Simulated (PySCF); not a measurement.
Atom-mapped SMILES (the numbers label the heavy atoms): `[CH2:1]=[CH:2][n:3]1[cH:4][c:5]([CH3:6])[n:7][n:8]1`. Each H is labelled by its parent atom. Ha(C1) is cis to N3; Hb(C1) is trans to N3.

Computational details: GIAO PBE0/pcSseg-1 shieldings, GFN2-xTB structure, in PySCF 2.14.0 with density-fitted response routines (gas phase, one computed conformer, relativity neglected, fast rotation and ring inversion assumed for equivalent nuclei).

Q: Predict the 2D correlation tables (HSQC, COSY, HMBC).

A: 

HSQC (one-bond C–H):
```tsv
δH	δC
7.14 (H(C2))	134.6 (C2)
7.07 (H(C4))	127.5 (C4)
6.92 (Ha(C1))	110.2 (C1)
5.31 (Hb(C1))	110.2 (C1)
2.52 (H(C6))	13.2 (C6)
```

COSY cross peaks (H two or three bonds apart, from the bond graph; peaks can be absent where the dihedral angle is near 90°):
```tsv
δH	δH
7.14 (H(C2))	6.92 (Ha(C1))
7.14 (H(C2))	5.31 (Hb(C1))
6.92 (Ha(C1))	5.31 (Hb(C1))
```

HMBC (two and three bonds, from the bond graph):
```tsv
δH	δC
7.14 (H(C2))	127.5 (C4), 110.2 (C1)
7.07 (H(C4))	148.2 (C5), 134.6 (C2), 13.2 (C6)
6.92 (Ha(C1))	134.6 (C2)
5.31 (Hb(C1))	134.6 (C2)
2.52 (H(C6))	148.2 (C5), 127.5 (C4)
```

References, each an isolated molecule treated in the same way: 1H (σ = 31.72 ppm) and 13C (σ = 186.93 ppm) against TMS.

Short H···H contacts in this conformer between protons four or more bonds apart (candidates for NOE cross peaks, intensity ∝ r⁻⁶): H(C2)···H(C4) 2.55 Å.

Shifts are as computed. Against solution values, carbons near 30 ppm lie about +3 ppm off and those near 130 ppm about +5 ppm. Of 1211 compounds with measured shifts, 218 miss one by over three times the rms of a fit or turn the order of signals round; such compounds aren't used in these exercises.
